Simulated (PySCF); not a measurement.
Input file for PySCF: R-B3LYP/6-31G* on H2O (SMILES O) with ghost functions, monomers drawn apart or pushed together.

```python
from pyscf import gto, scf, dft, mp
from pyscf.data.elements import chemcore

mol = gto.M(
    atom='''
    O     0.48899496    0.24913532    4.35925801
    H     1.23377577   -0.36828840    4.33317692
    H    -0.25896597   -0.22875627    4.74494706
    ghost-B   -0.32077891    0.54307438    1.32237923
    ghost-F   -0.58585563   -0.69212587    0.77599864
    ghost-H    0.71386174    1.04776723    0.98142700
    ghost-H   -1.28113066    1.23265026    1.53135889
    ''',
    basis='6-31g*',
    cart=True,
    charge=0, spin=0, verbose=3, max_memory=1800)
mf = dft.RKS(mol, xc='b3lyp')
mf.conv_tol = 1e-8
mf.max_cycle = 100
mf.kernel()
if not mf.converged:
    mf = mf.newton().run(mf.mo_coeff, mf.mo_occ)
```

Give the final energy of this run.

-76.4110 hartree.
